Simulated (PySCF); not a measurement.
A structure optimised at PBE0-D3(BJ)/def2-SVP, used in a PySCF frequency run:

```xyz
10

O      2.6807     0.1530    -1.2475
C      2.0486     0.2584    -0.2315
C      1.1070    -0.7895     0.2861
Si    -0.6698    -0.4638    -0.1983
F     -1.6006    -1.5262     0.5894
Cl    -1.1932     1.4236     0.4188
H      2.1056     1.1870     0.3920
H      1.1275    -0.8271     1.3881
H      1.3850    -1.7725    -0.1279
H     -0.9311    -0.5967    -1.6477
```

### Question
Write its SMILES and formula.

### Answer
O=CC[Si@@H](F)Cl, C2H4ClFOSi

### Question
What are its rotational constants (standard atomic weights)?

### Answer
3.2247, 1.4634, 1.0955 GHz
